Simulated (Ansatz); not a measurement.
The cluster Sr₅O₆ was relaxed with PBE-D4 (def2-SVP) in Ansatz in these states: charge -1 doublet, neutral quintet, neutral singlet, neutral triplet. The geometries follow in no particular order.

In the def2 sets Sr takes a core potential; there is no spin–orbit coupling.

A:

```xyz
11

Sr    1.5275    0.9412   -0.1192
Sr   -1.0022    0.0019    2.1094
Sr   -1.9179    1.6311   -0.7786
Sr    2.6450   -1.9364    1.4560
Sr   -0.9795   -1.5900   -0.9928
O    -0.0754    0.4982   -1.8870
O     0.5423   -1.2183    0.7999
O     3.4085   -0.0371    0.7647
O    -1.3263    0.1557   -2.6472
O    -2.4252   -0.3444    0.3250
O    -0.3968    1.8982    0.9699
```

B:

```xyz
11

Sr   -1.902    0.255    0.138
Sr    1.169    0.082    1.904
Sr    0.402   -2.831    0.174
Sr   -0.130    3.652    0.630
Sr    1.488    0.237   -1.611
O    -0.785   -1.086   -1.626
O     0.313    1.448    0.099
O    -2.066    2.464    0.877
O     0.196   -1.847   -2.185
O     2.014   -1.143    0.148
O    -0.699   -1.230    1.451
```

C:

Cartesian coordinates in Å:
```
Sr -1.439 -0.525 1.039
Sr 1.139 1.853 0.793
Sr 2.094 -1.459 0.895
Sr -2.621 2.356 -0.770
Sr 0.687 -0.169 -2.031
O 0.012 -1.930 -0.374
O -0.652 1.188 -0.648
O -3.270 0.849 0.744
O 1.078 -2.469 -1.155
O 2.322 0.353 -0.515
O 0.650 -0.048 2.021
```

D:

```xyz
11

Sr    0.687    1.587    0.570
Sr    1.564   -1.628   -0.571
Sr   -0.407   -1.378    2.241
Sr    1.010    1.851   -2.894
Sr   -1.814   -0.806   -0.772
O    -1.403    0.584    1.170
O     0.276    0.110   -1.609
O     1.470    2.933   -1.143
O    -2.504   -0.385    1.490
O    -0.451   -2.407    0.148
O     1.572   -0.460    1.370
```

Question: Judge from the bond lengths which geometry belongs to which state (an estimate).

Answer: A is the charge -1 doublet (Sr1–Sr4 3.466 Å, Sr3–Sr5 3.362 Å, Sr3–O6 2.430 Å); B is the neutral quintet (Sr1–Sr4 3.863 Å, Sr3–Sr5 3.712 Å, Sr3–O6 2.774 Å); C is the neutral triplet (Sr1–Sr4 3.602 Å, Sr3–Sr5 3.494 Å, Sr3–O6 2.483 Å); D is the neutral singlet (Sr1–Sr4 3.489 Å, Sr3–Sr5 3.374 Å, Sr3–O6 2.447 Å).

At PBE-D4/def2-SVP the highest occupied level of the relaxed charge -1 doublet lies above zero (up to 0.54 eV). By energy differences its removal costs 0.66 eV (each at its own geometry, to the charge 0 singlet, at PBE0-D4/def2-TZVP). At PBE-D4/def2-SVP the gap within one spin of the charge 0 quintet nearly closes, so an electron or hole may be smeared out by delocalisation error. At PBE-D4/def2-SVP the gap within one spin of the charge 0 triplet nearly closes, so an electron or hole may be smeared out by delocalisation error. At PBE0-D4/def2-TZVP a singlet lies 3.95 eV below the neutral quintet. At PBE0-D4/def2-TZVP a singlet lies 1.78 eV below the neutral triplet. These are the stationary points nearest to one start from a short search; other shapes may lie lower in each state.
